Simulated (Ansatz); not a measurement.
Reaction (redistribution): `[OH][Ti]([F])([Cl])[Cl]` + `N[SiH2]CBS` → `[OH][Ti]([F])([SH])[Cl]` + `N[SiH2]CBCl`

Program: Ansatz. Geometries: PBE0-D4/def2-TZVP. ΔE: electronic, gas phase. CCSD(T)/CBS adds triple-zeta CCSD(T) − MP2 to the extrapolated MP2 energy (def2 sets, frozen cores). DFT in def2-TZVPP. B3LYP here is the variant with VWN-RPA as its local correlation; programs differ in this. For Ti outer-core shells are correlated without core-valence functions, which leaves a few kJ/mol of doubt a bond. Scalar relativity is left out up to krypton. Each species was taken in one conformer, which may not be the lowest.

```json
{"level": "PBE-D4", "ΔE (kcal/mol)": "12.4", "difference from CCSD(T)/CBS": "0.7"}
{"level": "r2SCAN-D4", "ΔE (kcal/mol)": "12.7", "difference from CCSD(T)/CBS": "1.0"}
{"level": "PBE0-D4", "ΔE (kcal/mol)": "12.4", "difference from CCSD(T)/CBS": "0.7"}
{"level": "B3LYP-D4", "ΔE (kcal/mol)": "12.3", "difference from CCSD(T)/CBS": "0.6"}
{"level": "ωB97X-V", "ΔE (kcal/mol)": "12.5", "difference from CCSD(T)/CBS": "0.8"}
{"level": "ωB97M-V", "ΔE (kcal/mol)": "12.1", "difference from CCSD(T)/CBS": "0.4"}
{"level": "B2PLYP", "ΔE (kcal/mol)": "11.5", "difference from CCSD(T)/CBS": "-0.2"}
{"level": "PBE", "ΔE (kcal/mol)": "12.0", "difference from CCSD(T)/CBS": "0.3"}
{"level": "r2SCAN", "ΔE (kcal/mol)": "12.6", "difference from CCSD(T)/CBS": "0.9"}
{"level": "PBE0", "ΔE (kcal/mol)": "12.1", "difference from CCSD(T)/CBS": "0.4"}
{"level": "B3LYP", "ΔE (kcal/mol)": "11.7", "difference from CCSD(T)/CBS": "0.0"}
{"level": "HF/def2-TZVPP", "ΔE (kcal/mol)": "12.2", "difference from CCSD(T)/CBS": "0.5"}
{"level": "MP2/def2-TZVPP", "ΔE (kcal/mol)": "11.5", "difference from CCSD(T)/CBS": "-0.2"}
{"level": "SCS-MP2/def2-TZVPP", "ΔE (kcal/mol)": "11.4", "difference from CCSD(T)/CBS": "-0.3"}
{"level": "CCSD/def2-TZVPP", "ΔE (kcal/mol)": "11.9", "difference from CCSD(T)/CBS": "0.2"}
{"level": "CCSD(T)/def2-TZVPP", "ΔE (kcal/mol)": "11.7", "difference from CCSD(T)/CBS": "0.0"}
{"level": "HF/def2-QZVPP", "ΔE (kcal/mol)": "12.3", "difference from CCSD(T)/CBS": "0.6"}
{"level": "MP2/def2-QZVPP", "ΔE (kcal/mol)": "11.5", "difference from CCSD(T)/CBS": "-0.2"}
{"level": "SCS-MP2/def2-QZVPP", "ΔE (kcal/mol)": "11.4", "difference from CCSD(T)/CBS": "-0.3"}
{"level": "HF/CBS(def2)", "ΔE (kcal/mol)": "12.3", "difference from CCSD(T)/CBS": "0.6"}
{"level": "MP2/CBS(def2)", "ΔE (kcal/mol)": "11.4", "difference from CCSD(T)/CBS": "-0.3"}
{"level": "CCSD/CBS(def2)", "ΔE (kcal/mol)": "11.9", "difference from CCSD(T)/CBS": "0.2"}
{"level": "CCSD(T)/CBS", "ΔE (kcal/mol)": "11.7", "difference from CCSD(T)/CBS": "0"}
```

Largest T1 diagnostic among the species: 0.025, so the coupled-cluster value is less sure than usual.
